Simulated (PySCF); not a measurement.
**Electron correlation in Ar⁺ (argon, charge +1)**

[Ne] 3s2 3p5, 2P determinant. Calculation: PySCF 2.14, in Sapporo-DZP-2012; scalar relativity by spin-free X2C-1e. Frozen: [Ne]; 7 electrons correlated.

MP2 pair energies summed by pair of shells (mhartree):

```
 pair  energy  share (%)
3p-3p  -83.92       69.5
3s-3p  -30.12       25.0
3s-3s   -6.67        5.5
```

Total MP2 correlation energy: -120.72 mhartree.

Same-spin part -31.76 and opposite-spin part -88.96 mhartree; SCS-MP2 scales them by 1/3 and 6/5 to -117.33 mhartree.

```csv
level,correlation energy (mhartree)
CCSD,-140.43
(T),-1.54
CCSD(T),-141.97
```

Diagnostics: T1 = 0.0059, D1 = 0.0214, largest double amplitude 0.056.

Q: Is a single reference adequate?

A: Yes: T1 lies below 0.03 and no double amplitude reaches 0.07.
